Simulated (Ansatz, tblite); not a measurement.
Forces on n-GeGeSiH8 (SiGe2H8) at its PBE-D4/def2-SVP geometry. Total charge 0; singlet.

The xTB rows come from tblite.

GFN1-xTB (tblite), largest force 0.81 eV/Å:

```xyz
11
positions Å, forces eV/Å
Ge    1.560    1.220    0.410   -0.389   -0.226    0.279
Ge   -0.414   -0.125    0.904    0.276    0.146   -0.270
Si   -1.266   -1.138   -1.090   -0.042    0.006    0.166
H     1.186    2.378   -0.554    0.330   -0.549    0.488
H     2.642    0.343   -0.276   -0.468    0.563    0.339
H     2.164    1.829    1.703   -0.133   -0.200   -0.761
H    -0.040   -1.224    1.938   -0.238    0.624   -0.306
H    -1.505    0.775    1.552    0.564   -0.464   -0.094
H    -2.477   -1.984   -0.800    0.532    0.336   -0.320
H    -0.203   -2.007   -1.708   -0.553    0.334    0.152
H    -1.647   -0.067   -2.079    0.119   -0.571    0.327
```

GFN2-xTB (tblite), largest force 0.68 eV/Å:

```
Ge -0.318 -0.176 0.254
Ge 0.013 -0.105 -0.548
Si -0.134 -0.114 -0.095
H 0.353 -0.386 0.366
H -0.295 0.510 0.245
H -0.012 -0.093 -0.615
H -0.206 0.461 -0.114
H 0.386 -0.341 0.041
H 0.539 0.367 -0.178
H -0.486 0.372 0.238
H 0.160 -0.495 0.407
```

PBE-D4/def2-TZVP (Ansatz), largest force 0.17 eV/Å:

```
Ge 0.036 0.031 -0.022
Ge -0.031 -0.028 0.009
Si -0.031 -0.039 -0.095
H 0.019 -0.057 0.047
H -0.053 0.041 0.035
H -0.025 -0.024 -0.051
H -0.015 0.047 -0.041
H 0.050 -0.034 -0.024
H 0.127 0.089 -0.034
H -0.119 0.095 0.066
H 0.042 -0.122 0.109
```
